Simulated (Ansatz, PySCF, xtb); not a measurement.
Donor–acceptor adduct: BH3 (SMILES B) (first 4 atoms) with PH3 (SMILES P); geometry from B3LYP-D3(BJ)/def2-TZVP, rigid monomers moved along the line of their centres of mass till B1···P5 is 1.74 Å.
(charge 0, multiplicity 1):
```xyz
8

B     -0.030    -0.077     0.672
H      1.097    -0.421     0.418
H     -0.842    -0.969     0.655
H     -0.384     0.932     0.116
P      0.046     0.379     2.346
H     -1.134     0.837     2.959
H      0.437    -0.598     3.279
H      0.922     1.419     2.707
```

Counterpoise-corrected where a basis set is named; no monomer relaxation.

Correlated levels freeze the cores. CBS: X⁻³ extrapolation of the correlation energy, Hartree–Fock from the larger set. Rows in 6-31G* carry no dispersion term and start afresh at each structure (6-31G* with six Cartesian d functions).

Run with Ansatz (Gaussian basis) for Hartree–Fock, density functionals and correlated methods; PySCF for 6-31G* rows, the dispersion terms; xtb for the GFN methods. 

```tsv
level	interaction energy (kcal/mol)
GFN1-xTB	-24.42
PBE/def2-TZVPPD	-37.12
PBE-D3(BJ)/def2-TZVPPD	-38.71
B3LYP/6-31G*	-23.58
PBE0-D4/def2-TZVPPD	-37.69
MP2/CBS(aug-cc-pV(D+d)Z, aug-cc-pV(T+d)Z)	-32.46
SCS-MP2/aug-cc-pV(D+d)Z	-20.54
CCSD(T)/aug-cc-pV(D+d)Z	-21.12
CCSD(T)/aug-cc-pV(T+d)Z	___
```

Question: What belongs in the gaps?

Answer: 
- CCSD(T)/aug-cc-pV(T+d)Z, interaction energy (kcal/mol): -27.79

Ansatz is an electronic-structure program.
